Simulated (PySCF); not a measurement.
# Magnetic susceptibility: `C(C)[Se]C(F)F`, C₃H₆F₂Se

Molfile (atoms numbered from 1):
```
C3H6F2Se
     RDKit          3D

 12 11  0  0  0  0  0  0  0  0999 V2000
   -1.9981   -0.3191    0.3808 C   0  0  0  0  0  0  0  0  0  0  0  0
   -0.6396    0.2169   -0.0239 C   0  0  0  0  0  0  0  0  0  0  0  0
    0.7868   -1.0942    0.4021 Se  0  0  0  0  0  2  0  0  0  0  0  0
    2.2602    0.0168   -0.2791 C   0  0  0  0  0  0  0  0  0  0  0  0
    2.0639    0.3057   -1.5773 F   0  0  0  0  0  0  0  0  0  0  0  0
    2.2989    1.1910    0.3742 F   0  0  0  0  0  0  0  0  0  0  0  0
   -2.7659    0.4121    0.1366 H   0  0  0  0  0  0  0  0  0  0  0  0
   -2.2203   -1.2454   -0.1466 H   0  0  0  0  0  0  0  0  0  0  0  0
   -2.0319   -0.5152    1.4512 H   0  0  0  0  0  0  0  0  0  0  0  0
   -0.5846    0.3954   -1.0989 H   0  0  0  0  0  0  0  0  0  0  0  0
   -0.3925    1.1315    0.5174 H   0  0  0  0  0  0  0  0  0  0  0  0
    3.2243   -0.4961   -0.1624 H   0  0  0  0  0  0  0  0  0  0  0  0
  1  2  1  0
  2  3  1  0
  3  4  1  0
  4  5  1  0
  4  6  1  0
  1  7  1  0
  1  8  1  0
  1  9  1  0
  2 10  1  0
  2 11  1  0
  4 12  1  0
M  END
```

Computed with GIAO PBE0/6-311G** magnetisability, rotational g tensor and spin-rotation constants, non-relativistic, gas phase in PySCF 2.14.0. Geometry: GFN2-xTB.

The calculation is non-relativistic, which matters for the atoms heavier than Zn.

Task: How diamagnetic is it, and how anisotropic?

Result: Isotropic -1194 × 10⁻³⁰ J/T², or -71.9 × 10⁻⁶ cm³/mol; principal values -1260, -1170, -1152 × 10⁻³⁰ J/T², anisotropy 100 × 10⁻³⁰ J/T² (root of half the summed squared differences of the principal values). The susceptibility is in cgs units.

Task: Split it along the inertial axes a, b, c into diamagnetic and paramagnetic parts about the centre of mass, with the quadrupole moment.

Result: 
| axis | χ (10⁻⁶ cm³/mol) | diamagnetic (10⁻⁶ cm³/mol) | paramagnetic (10⁻⁶ cm³/mol) | summed x² of all electrons (Å²) | quadrupole Θ (D Å) |
| --- | --- | --- | --- | --- | --- |
| a | -75.9 | -400.8 | 325.0 | 166.4 | +4.59 |
| b | -69.4 | -852.8 | 783.4 | 59.8 | +0.98 |
| c | -70.4 | -959.6 | 889.1 | 34.7 | -5.57 |

Anisotropies 2χaa − χbb − χcc = -11.9 and 2χbb − χaa − χcc = +7.5 × 10⁻⁶ cm³/mol. Θ is traceless in Buckingham's convention.

Task: And the rotational g tensor?

Result: 
| axis | rotational constant (GHz) | g | nuclear part | electronic part |
| --- | --- | --- | --- | --- |
| a | 3.5224 | -0.0167 | 0.5210 | -0.5377 |
| b | 1.5049 | -0.0102 | 0.5436 | -0.5538 |
| c | 1.3139 | -0.0059 | 0.5429 | -0.5488 |

Asymmetric top; isotopes 12C, 19F, 1H, 80Se; no vibrational averaging.
